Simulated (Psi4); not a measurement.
A dimer, HF ··· BF3 (SMILES F and FB(F)F); the first 2 atoms form monomer A.

```
6

F      0.4622     0.0000     0.0000
H     -0.4622     0.0000     0.0000
F     -3.1001    -4.0076     0.5960
B     -2.7066    -2.7527     0.5538
F     -3.5523    -1.7884     0.8458
F     -1.4689    -2.4615     0.2157
```

What interaction energy does SAPT0/jun-cc-pVDZ, frozen core in Psi4 give, and which attractive term is the largest?

Total -0.17 kcal/mol: electrostatics -0.28, exchange 0.40, induction -0.09, dispersion -0.20. The most attractive term is electrostatics.
